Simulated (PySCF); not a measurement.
**Correlation energy of Cl²⁺ (chlorine, charge +2)**

[Ne] 3s1 3p4, high-spin 4P determinant (an excited configuration). Computed with PySCF 2.14 in aug-cc-pCVTZ-DK with one added diffuse shell each of s, p, d, f type (9s8p6d4f, 91 functions), with scalar relativity by spin-free X2C-1e. Frozen: [Ne]; 5 electrons correlated.

```json
{"level": "CCSD", "correlation energy (mhartree)": "-141.43"}
{"level": "(T)", "correlation energy (mhartree)": "-7.75"}
{"level": "CCSD(T)", "correlation energy (mhartree)": "-149.18"}
```

Diagnostics: T1 = 0.013, D1 = 0.0306, largest double amplitude 0.192.

Problem. Is a single reference adequate?

Solution. Not fully. A double-excitation amplitude exceeds 0.15, a sign of near-degeneracy.
